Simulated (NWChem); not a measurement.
System: GaH2F; SMILES [F][GaH2]

Excerpt of the output:

```
             Northwest Computational Chemistry Package (NWChem) 7.3.0
             --------------------------------------------------------

                             Geometry "geometry" -> ""
                             -------------------------

 Output coordinates in angstroms (scale by  1.889725989 to convert to a.u.)

  No.       Tag          Charge          X              Y              Z
 ---- ---------------- ---------- -------------- -------------- --------------
    1 Ga                  31.0000     0.00000000     0.00000000    -0.35819800
    2 H                    1.0000     0.00000000     1.43094300    -1.00152000
    3 H                    1.0000     0.00000000    -1.43094300    -1.00152000
    4 F                    9.0000     0.00000000     0.00000000     1.40379200

 Effective nuclear repulsion energy (a.u.)     108.2921688557

                              NWChem Property Module
                              ----------------------

  itol2e modified to match energy
  convergence criterion.

                                 NWChem DFT Module
                                 -----------------

 Summary of "ao basis" -> "ao basis" (spherical)
 ------------------------------------------------------------------------------
       Tag                 Description            Shells   Functions and Types
 ---------------- ------------------------------  ------  ---------------------
 Ga                         pcsseg-1                15       41   5s7p3d
 H                          pcsseg-1                 3        5   2s1p
 F                          pcsseg-1                 7       17   3s3p1d

  itol2e modified to match energy
  convergence criterion.

            General Information
            -------------------
          SCF calculation type: DFT
          Wavefunction type:  closed shell.
          No. of atoms     :     4
          No. of electrons :    42
           Alpha electrons :    21
            Beta electrons :    21
          Charge           :     0
          Spin multiplicity:     1
          Use of symmetry is: off; symmetry adaption is: off
          Maximum number of iterations: 150
          AO basis - number of functions:    68
                     number of shells:    28
          Convergence on energy requested:  1.00D-07
          Convergence on density requested:  1.00D-05
          Convergence on gradient requested:  5.00D-04

              XC Information
              --------------
                         PBE0 Method XC Functional
                     Hartree-Fock (Exact) Exchange  0.250
          PerdewBurkeErnzerhof Exchange Functional  0.750
            Perdew 1991 LDA Correlation Functional  1.000 local
           PerdewBurkeErnz. Correlation Functional  1.000 non-local

             Grid Information
             ----------------
          Grid used for XC integration:  fine
          Radial quadrature: Mura-Knowles
          Angular quadrature: Lebedev.
          Tag              B.-S. Rad. Rad. Pts. Rad. Cut. Ang. Pts.
          ---              ---------- --------- --------- ---------
          Ga                  1.30      140           8.0       974
          H                   0.35       60          10.0       590
          F                   0.50       70           8.0       590
          Grid pruning is: on
          Number of quadrature shells:   330
          Spatial weights used:  Erf1

      Superposition of Atomic Density Guess
      -------------------------------------

 Sum of atomic energies:       -2023.35539361

      Non-variational initial energy
      ------------------------------

 Total energy =   -2023.417367
 1-e energy   =   -3041.260259
 2-e energy   =     909.550724
 HOMO         =      -0.358671
 LUMO         =      -0.001245

   convergence    iter        energy       DeltaE   RMS-Dens  Diis-err
 ---------------- ----- ----------------- --------- --------- ---------
 d= 0,ls=0.0,diis     1  -2025.2845821408 -2.13D+03  1.71D-02  1.45D+00
 d= 0,ls=0.0,diis     2  -2025.1404241427  1.44D-01  1.21D-02  2.58D+00
 d= 0,ls=0.0,diis     3  -2025.3472000267 -2.07D-01  2.06D-03  1.81D-01
 d= 0,ls=0.0,diis     4  -2025.3596501654 -1.25D-02  4.39D-04  7.92D-03
 d= 0,ls=0.0,diis     5  -2025.3599770769 -3.27D-04  2.16D-04  1.10D-03
  Resetting Diis
 d= 0,ls=0.0,diis     6  -2025.3600283130 -5.12D-05  3.83D-05  1.85D-05
 d= 0,ls=0.0,diis     7  -2025.3600296986 -1.39D-06  1.01D-05  3.85D-07
 d= 0,ls=0.0,diis     8  -2025.3600296821  1.66D-08  4.95D-06  7.92D-07

         Total DFT energy =    -2025.360029682056
      One electron energy =    -3041.217934579184
           Coulomb energy =      993.520913094179
    Exchange-Corr. energy =      -85.955177052800
 Nuclear repulsion energy =      108.292168855749

 Numeric. integr. density =       42.000000650977

                       DFT Final Molecular Orbital Analysis
                       ------------------------------------

 Vector   19  Occ=2.000000D+00  E=-3.970795D-01
              MO Center= -7.6D-09, -4.2D-11,  1.3D+00, r^2= 6.4D-01
   Bfn.  Coefficient  Atom+Function         Bfn.  Coefficient  Atom+Function
  ----- ------------  ---------------      ----- ------------  ---------------
    58      0.476380  4 F  px                61      0.447148  4 F  px
    55      0.257461  4 F  px                24      0.088745  1 Ga px
    30      0.082127  1 Ga d  1              21      0.081546  1 Ga px
    40     -0.039552  1 Ga d  1              15     -0.030222  1 Ga px
    18     -0.027142  1 Ga px

 Vector   20  Occ=2.000000D+00  E=-3.942923D-01
              MO Center=  5.6D-09,  1.7D-09,  1.8D-01, r^2= 2.8D+00
   Bfn.  Coefficient  Atom+Function         Bfn.  Coefficient  Atom+Function
  ----- ------------  ---------------      ----- ------------  ---------------
    60      0.351508  4 F  pz                63      0.334883  4 F  pz
     4      0.209649  1 Ga s                 42      0.206982  2 H  s
    47      0.206982  3 H  s                 23     -0.198698  1 Ga pz
    57      0.189087  4 F  pz                 3     -0.169771  1 Ga s
    29      0.131372  1 Ga d  0               5      0.129644  1 Ga s

 Vector   21  Occ=2.000000D+00  E=-3.303222D-01
              MO Center=  1.8D-11,  1.2D-08, -5.0D-01, r^2= 3.1D+00
   Bfn.  Coefficient  Atom+Function         Bfn.  Coefficient  Atom+Function
  ----- ------------  ---------------      ----- ------------  ---------------
    42      0.323663  2 H  s                 47     -0.323663  3 H  s
    22      0.241729  1 Ga py                43      0.234876  2 H  s
    48     -0.234876  3 H  s                 59     -0.219007  4 F  py
    62     -0.212242  4 F  py                28      0.131058  1 Ga d -1
    56     -0.118815  4 F  py                16     -0.090079  1 Ga py

 Vector   22  Occ=0.000000D+00  E=-6.052044D-02
              MO Center= -1.7D-09, -2.8D-09, -4.6D-01, r^2= 3.6D+00
   Bfn.  Coefficient  Atom+Function         Bfn.  Coefficient  Atom+Function
  ----- ------------  ---------------      ----- ------------  ---------------
    24      0.770071  1 Ga px                21      0.357452  1 Ga px
    61     -0.149764  4 F  px                15     -0.124806  1 Ga px
    58     -0.125168  4 F  px                18     -0.107605  1 Ga px
    40      0.085425  1 Ga d  1              55     -0.069812  4 F  px
     9      0.039565  1 Ga px                30     -0.033725  1 Ga d  1

 Vector   23  Occ=0.000000D+00  E= 6.738707D-03
              MO Center=  5.6D-09, -1.5D-09, -2.7D-01, r^2= 3.9D+00
   Bfn.  Coefficient  Atom+Function         Bfn.  Coefficient  Atom+Function
  ----- ------------  ---------------      ----- ------------  ---------------
     5      1.326600  1 Ga s                 43     -0.776787  2 H  s
    48     -0.776787  3 H  s                  4      0.453069  1 Ga s
     3     -0.346888  1 Ga s                 54     -0.269180  4 F  s
    42     -0.226682  2 H  s                 47     -0.226682  3 H  s
    63      0.163986  4 F  pz                60      0.155161  4 F  pz

 Vector   24  Occ=0.000000D+00  E= 3.752922D-02
              MO Center=  2.9D-09, -3.7D-09, -9.6D-01, r^2= 4.2D+00
   Bfn.  Coefficient  Atom+Function         Bfn.  Coefficient  Atom+Function
  ----- ------------  ---------------      ----- ------------  ---------------
    26      1.113346  1 Ga pz                 5     -0.950370  1 Ga s
    43      0.793482  2 H  s                 48      0.793482  3 H  s
    54     -0.199835  4 F  s                 23      0.174139  1 Ga pz
    39     -0.170879  1 Ga d  0              42      0.135308  2 H  s
    47      0.135308  3 H  s                  4     -0.125843  1 Ga s

     Multipole analysis of the density
     ---------------------------------

     L   x y z        total         alpha         beta         nuclear
     -   - - -        -----         -----         ----         -------
     0   0 0 0     -0.000000    -21.000000    -21.000000     42.000000

     1   1 0 0      0.000000      0.000000      0.000000      0.000000
     1   0 1 0     -0.000000     -0.000000     -0.000000      0.000000
     1   0 0 1     -0.847550      0.023193      0.023193     -0.893935

     2   2 0 0    -14.404635     -7.202318     -7.202318      0.000000
     2   1 1 0     -0.000000     -0.000000     -0.000000      0.000000
     2   1 0 1     -0.000000     -0.000000     -0.000000      0.000000
     2   0 2 0    -18.160680    -16.392443    -16.392443     14.624207
     2   0 1 1      0.000000      0.000000      0.000000      0.000000
     2   0 0 2    -19.816929    -52.259952    -52.259952     84.702976

          -----------------------------------------
          Chemical Shielding Tensors (GIAO, in ppm)
          -----------------------------------------

                                NWChem CPHF Module
                                ------------------

  scftype          =     RHF
  nclosed          =       21
  nopen            =        0
  variables        =      987
  # of vectors     =        3
  tolerance        = 0.10D-03
  level shift      = 0.00D+00
  max iterations   =       50
  max subspace     =       30

 SCF residual:    1.2324512288287915E-004

Iterative solution of linear equations
  No. of variables      987
  No. of equations        3
  Maximum subspace       30
        Iterations       50
       Convergence  1.0D-04

   iter   nsub   residual    time
   ----  ------  --------  ---------
     1      3    5.80D-01      11.9
     2      6    1.41D-02      13.8
     3      9    1.20D-03      16.0
     4     12    4.85D-05      18.1

      Atom:    1  Ga
        Diamagnetic
   2639.7757     -0.0000     -0.0000
     -0.0000   2636.0383     -0.0000
     -0.0000     -0.0000   2639.8483

        Paramagnetic
  -1376.6724      0.0000      0.0000
      0.0000   -962.4355      0.0000
      0.0000      0.0000  -1498.3798

        Total Shielding Tensor
   1263.1033      0.0000      0.0000
      0.0000   1673.6027      0.0000
      0.0000      0.0000   1141.4685

           isotropic =    1359.3915
          anisotropy =     471.3168

          Principal Components and Axis System
                 1           2           3
             1673.6027   1263.1033   1141.4685

      1         0.0000      1.0000     -0.0000
      2         1.0000     -0.0000     -0.0000
      3         0.0000      0.0000      1.0000

      Atom:    2  H
        Diamagnetic
     20.2523     -0.0000     -0.0000
     -0.0000     36.2440     -7.9425
     -0.0000     -7.9425     24.2193

        Paramagnetic
      0.1293      0.0000     -0.0000
      0.0000     -2.6770      1.8251
     -0.0000      1.8251     -1.3678

        Total Shielding Tensor
     20.3816      0.0000     -0.0000
      0.0000     33.5670     -6.1175
     -0.0000     -6.1175     22.8515

           isotropic =      25.6000
          anisotropy =      16.1117

          Principal Components and Axis System
                 1           2           3
               36.3412     20.3816     20.0773

      1         0.0000      1.0000      0.0000
      2         0.9107     -0.0000      0.4130
      3        -0.4130     -0.0000      0.9107

      Atom:    3  F
        Diamagnetic
    471.9498     -0.0000     -0.0000
     -0.0000    469.5361     -0.0000
     -0.0000     -0.0000    491.9007

        Paramagnetic
    -12.9339      0.0000     -0.0000
      0.0000   -397.6645      0.0000
     -0.0000      0.0000   -201.9774

        Total Shielding Tensor
    459.0160      0.0000     -0.0000
      0.0000     71.8717      0.0000
     -0.0000      0.0000    289.9233

           isotropic =     273.6036
          anisotropy =     278.1185

          Principal Components and Axis System
                 1           2           3
              459.0160    289.9233     71.8717

      1         1.0000      0.0000     -0.0000
      2         0.0000      0.0000      1.0000
      3        -0.0000      1.0000     -0.0000
```

Level: PBE0/pcSseg-1, GIAO. The geometry was optimised at B3LYP/6-31G* (spherical d). The output numbers the shielded atoms by their place in the input's list. The printed shielding anisotropy is the first printed principal value minus the mean of the other two.

### Question
Write an input that gives this output.

### Answer
This is not unique; one that fits is the input that was run:
```
start job
memory heap 200 mb stack 900 mb global 1100 mb
geometry units angstroms noautosym nocenter noautoz
  Ga     0.000000     0.000000    -0.358198
  H      0.000000     1.430943    -1.001520
  H      0.000000    -1.430943    -1.001520
  F      0.000000     0.000000     1.403792
end
basis spherical
  * library pcsseg-1
end
dft
  xc pbe0
  iterations 150
end
property
  shielding 3 1 2 4
end
task dft property
```
